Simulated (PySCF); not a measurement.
Simulated C 1s region for `N#Cc1cc[n+]([GaH3-])cc1`, binding energy against the vacuum level.

Every computed line was given a Gaussian of 0.5 eV full width at half maximum and an area set by the number of equivalent atoms; the highest printed point is 100. Level of theory: delta-SCF UKS SCAN, pcX-2 on the ionised atom, pcseg-1 elsewhere, spin-free X2C in PySCF.

binding energy (eV), intensity and a bar:
```
    291.3          0 
    291.4          1 
    291.5          4 #
    291.6         11 ###
    291.7         24 #######
    291.8         41 ############
    291.9         55 #################
    292.0         61 ##################
    292.1         56 #################
    292.2         46 ##############
    292.3         43 #############
    292.4         51 ###############
    292.5         70 #####################
    292.6         89 ###########################
    292.7        100 ##############################
    292.8         97 #############################
    292.9         82 #########################
    293.0         60 ##################
    293.1         37 ###########
    293.2         20 ######
    293.3          8 ##
    293.4          3 #
    293.5          1 
    293.6          0
```

Question: Count the maxima, the lines and the sites behind this envelope.

Answer: The curve has 2 maxima (at 292.0 and 292.7 eV). Under it lie 4 lines from 4 inequivalent carbon sites. At this width some lines have no maximum of their own.

Question: Decompose the envelope and assign each component. Numbering: `[N:1]#[C:2][c:3]1[cH:4][cH:5][n+:6]([GaH3-:7])[cH:8][cH:9]1`.

Answer: 
```tsv
position (eV)	relative area	line	atoms	environment
291.99	2	C 1s	C4/C9	aromatic CH carbon
292.62	2	C 1s	C5/C8	aromatic CH next to a ring nitrogen
292.81	1	C 1s	C2	nitrile carbon
292.92	1	C 1s	C3	substituted aromatic carbon
```

Question: What are the centre and the root-mean-square width of the whole band?

Answer: The area-weighted mean of the lines is 292.49 eV. Their own spread about it is 0.37 eV (rms) and each Gaussian has σ = 0.5/2.355 = 0.21 eV; the variances add, which gives 0.43 eV.

The listed C 1s values span 0.93 eV, from C4/C9 (bonded to 2 C (aromatic in the SMILES) and H) to C3 (bonded to 2 C (aromatic in the SMILES) and C). The widest gap between neighbouring values is 0.63 eV, between 291.99 and 292.62 eV.

Shake-up satellites, vibrational structure and lifetime widths aren't simulated. Atoms equivalent by their bonding share one computed value, that of the first of them. The unrestricted hole states depart most from a pure doublet (⟨S²⟩ = 0.75; over 0.85 named) for C 1s of C2 (0.92) and C 1s of C3 (0.86), which makes these values less certain. Geometry: PBE0-D3(BJ)/def2-SVP; no solvent, vibrations or thermal averaging.
